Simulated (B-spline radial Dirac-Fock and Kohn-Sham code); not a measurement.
## Isotope-shift constants of the inner levels of Cl⁷⁺

System: the Cl⁷⁺ ion in the configuration 1s2 2s2 2p6.

Input file task.json (cfg lists n, l and occupation; rrms is the nuclear radius in fm):

```json
{"items": [{
  "Z": 17,
  "q": 7,
  "cfg": [[1, 0, 2], [2, 0, 2], [2, 1, 6]],
  "A": 35,
  "rrms": 3.3654,
  "do": "isoshift",
  "isotopes": [[35, 34.968852694, 3.3654], [37, 36.965902573, 3.384]]
}]}
```

Command: `python xray2_run.py task.json out`

The computed values come from a B-spline atomic structure program: first-order field-shift and mass-shift constants from Dirac-Fock ground and hole states with a Fermi nucleus; the mass shift has no relativistic recoil terms. A binding energy shifts by δE = F·δ⟨r²⟩ + (K_N + K_S)·δ(1/M); F is taken for a change of radius at fixed skin thickness and so holds the higher radial moments.

| level | F (meV/fm²) | K_N (meV u) | K_S (meV u) |
| --- | --- | --- | --- |
| K (1s) | -0.5341 | -1636 | 472.9 |
| L1 (2s) | -0.04344 | -229.2 | -44.60 |
| L2 (2p1/2) | 0.005446 | -191.2 | 135.5 |
| L3 (2p3/2) | 0.005468 | -190.3 | 132.8 |

Line shifts in meV from A = 35 (mass 34.9689 u, rms radius 3.3654 fm); radii from Angeli and Marinova (2013).

| A | mass (u) | radius (fm) | Kα1 | Kα2 |
| --- | --- | --- | --- | --- |
| 37 | 36.9659 | 3.384 | ? | ? |

Task: What are the shifts for A = 37?

Result: Kα1 +1.64 meV (field -0.07, mass +1.71); Kα2 +1.64 meV (field -0.07, mass +1.71).
